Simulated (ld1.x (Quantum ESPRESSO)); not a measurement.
## Before and after: ultrasoft potential for Hf (Z = 72)

| Property | Result |
| --- | --- |
| Element | hafnium (Hf) |
| Generator | ld1.x (Quantum ESPRESSO) 7.5 |
| Type | ultrasoft |
| Functional | PBE |
| Relativity | scalar-relativistic |
| Frozen core | [Xe] 4f14 |
| Valence charge | 4 |
| Reference configuration | 5d3 6s1 6p0 |
| Partial waves | 6s (bound): rcut 2.35, rcutus 2.80 bohr; 6s channel at 3.7 Ry: rcut 2.35, rcutus 2.80 bohr; 6p (bound, empty): rcut 2.35, rcutus 3.20 bohr; 6p channel at 4.25 Ry: rcut 2.35, rcutus 3.20 bohr; 5d (bound): rcut 2.05, rcutus 2.25 bohr; 5d channel at 1.25 Ry: rcut 2.05, rcutus 2.25 bohr |
| Local potential | all-electron potential smoothed inside 2.50 bohr (lloc = -1) |
| Core correction | none |
| Augmentation charge | PSQ, inside the norm-conserving radii |

All-electron outer shells of the reference configuration (PBE, scalar-relativistic, ld1.x):

| shell | level (eV) | outermost node (bohr) | outermost maximum (bohr) |
| --- | --- | --- | --- |
| 5p | -34.30 | 0.60 | 1.16 |
| 4f | -15.47 | – | 0.45 |
| 6s | -4.74 | 1.37 | 2.96 |
| 5d | -1.99 | 0.67 | 1.73 |
| 6p | -1.28 | 1.67 | 4.26 |

Change: functional PBEsol.

Cutoffs: the cutoffs (Ry, on a coarse ladder) from which the occupation-weighted sum of valence levels, in a spherical-Bessel basis at the reference potential, stays within 10 and 1 mRy of its value at 400 Ry; they do not see the model core or the augmentation charge, which bear on the density cutoff. Errors are all-electron minus pseudo energies relative to the spin-unpolarised reference configuration.

Task: What does the change do?

Result: The potential gets neither clearly harder nor softer (18 Ry and 21 Ry → 18 Ry and 21 Ry); of the 7 tests that both files solve, the error grows in 0 and shrinks in 7 by more than 15 % and 0.3 meV (median size 60.9 → 23.3 meV); neither file shows a bound ghost.

```csv
quantity,base,changed
"cutoff, loose",18 Ry,18 Ry
"cutoff, tight",21 Ry,21 Ry
bound ghosts,none,none
"error for 5d2 6s2 6p0, meV [ΔE -2.59 eV]",+61,+39
"error for 5d2 6s1 6p0, meV [ΔE 5.38 → 5.41 eV]",+2.8,-1.4
"error for 5d2 6s0 6p0, meV [ΔE 19.56 → 19.58 eV]",+101,-1.8
"error for 5d1 6s0 6p0, meV [ΔE 41.36 → 41.35 eV]",+224,+36
"error for 5d2 6s1.5 6p0, meV [ΔE 0.66 → 0.67 eV]",+26,+19
"error for 5d2 6s1 6p1, meV [ΔE 1.23 → 1.27 eV]",+29,+23
"error for 5d1 6s2 6p1, meV [ΔE -0.63 → -0.59 eV]",+303,+204
s: phases at 3.51 bohr within 0.05 rad from the reference energy up to (Ry; the scan ends near 5),0.6,0.6
p: phases at 3.51 bohr within 0.05 rad from the reference energy up to (Ry; the scan ends near 5),to the end of the scan,to the end of the scan
d: phases at 3.51 bohr within 0.05 rad from the reference energy up to (Ry; the scan ends near 5),to the end of the scan,to the end of the scan
lowest overlap eigenvalue by channel,"s 0.77, p 0.97, d 0.92","s 0.77, p 0.97, d 0.92"
```
